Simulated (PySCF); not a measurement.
A structure optimised at PBE-D3(BJ)/def2-TZVP, used in a PySCF frequency run:

```
Te
H 1 1.6813
Se 1 2.5355 2 95.90
H 3 1.4861 1 96.11 2 -89.96
```
Charge 0, spin multiplicity 1.

### Question
Write its SMILES and formula.

### Answer
[SeH][TeH], H2SeTe

### Question
What are its rotational constants (standard atomic weights)?

### Answer
101.82, 1.5788, 1.5757 GHz
